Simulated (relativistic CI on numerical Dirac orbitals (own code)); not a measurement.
Er III: calculation against measurement

Calculated at this level of theory: Dirac-Coulomb-Breit CI, separate exchange-only KLI orbitals for each configuration, a model potential for QED, valence Slater integrals scaled by 0.85, P86 correlation energy added to each configuration (own radial code, finite nucleus).

Configurations in the expansion (outside the closed core [Kr] 4d10 5s2): 4f12 5p6, 4f11 5p6 5d, 4f11 5p6 6s, 4f11 5p6 6p, 4f11 5p6 7s, 4f12 5p5 5d, 4f11 5p6 6d, 4f11 5p6 7p, 4f10 5p6 6s 6p, 4f11 5p6 8s, 4f11 5p6 7d, 4f11 5p6 5g, 4f11 5p6 8d, 4f11 5p6 6g, 4f12 5p5 6s, 4f13 5p5. Double excitations out of closed p, d and f shells are left out; levels of such configurations are missing from the list, as are those of other unlisted configurations, and high levels can miss mixing partners.

| Configuration | Term (tabulated) | J | Measured (cm⁻¹) | Computed | Error | Purity (%) |
| --- | --- | --- | --- | --- | --- | --- |
| 4f12 5p6 | 3H | 6 | 0.0 | 0 | 0 | 99 |
| 4f12 5p6 | 3H | 5 | 6969.8 | 6900 | -70 | 100 |
| 4f12 5p6 | 3H | 4 | 10785.5 | 10775 | -10 | 56 |
| 4f12 5p6 | 3F | 3 | 12472.5 | 13038 | 566 | 100 |
| 4f12 5p6 | 3F | 2 | 13219.8 | 13932 | 712 | 82 |
| 4f11 5p6 6p | (15/2,1/2) | 8 | 56025.3 | 33817 | -22209 | 48 |
| 4f11 5p6 6p | (15/2,3/2) | 9 | 61032.5 | 37952 | -23081 | 97 |
| 4f11 5p6 6p | (15/2,3/2) | 6 | 61493.8 | 38687 | -22806 | 47 |
| 4f11 5p6 6p | (15/2,3/2) | 8 | 61539.2 | 38582 | -22957 | 67 |
| 4f11 5p6 6p | (13/2,1/2) | 6 | 62598.1 | 40279 | -22319 | 46 |
| 4f11 5p6 6p | (11/2,1/2) | 6 | 66077.6 | 43692 | -22386 | 52 |
| 4f11 5p6 6p | (13/2,3/2) | 8 | 67699.2 | 44560 | -23139 | 74 |
| 4f11 5p6 6p | (13/2,3/2) | 6 | 68186.2 | 45221 | -22965 | 53 |
| 4f11 5p6 6p | (11/2,3/2) | 6 | 71785.9 | 48678 | -23108 | 35 |

Measured levels from Martin, Zalubas and Hagan, Atomic Energy Levels: The Rare-Earth Elements, NSRDS-NBS 60 (1978); measured levels as listed in Deprince et al., Eur. Phys. J. D 78, 105 (2024); pairs were made by configuration, J and term (by order where the table uses no LS term), so strongly mixed levels may be paired wrongly.

Mean error by configuration (cm⁻¹): 4f12 5p6 299; 4f11 5p6 6p -22774. Over the excited levels the mean absolute error is 15871 cm⁻¹ (13 of the 23 excited levels that our extract of the source holds in range could be paired, and the others can miss by more), and the median relative error of those above 1,000 cm⁻¹ is 34 %. Some levels of the ground configuration have no partner.
